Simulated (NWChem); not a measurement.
Species: GeH₃F; SMILES [F][GeH3]

Computed with NWChem. Pople sets run with spherical d functions. STO-3G and 3-21G are far too small for this property and stand as cheap habits. The geometry was optimised at PBE0/def2-SVP. B3LYP is NWChem's, with the RPA form of VWN correlation. Field at 589 nm.

Problem. Order these by “isotropic polarisability (bohr³)”, lowest first: B3LYP/def2-SVP; B3LYP/STO-3G; B3LYP/def2-TZVPD; B3LYP/6-31G*.

Solution. B3LYP/STO-3G (12.3), B3LYP/6-31G* (24.9), B3LYP/def2-SVP (27.1), B3LYP/def2-TZVPD (33.7)
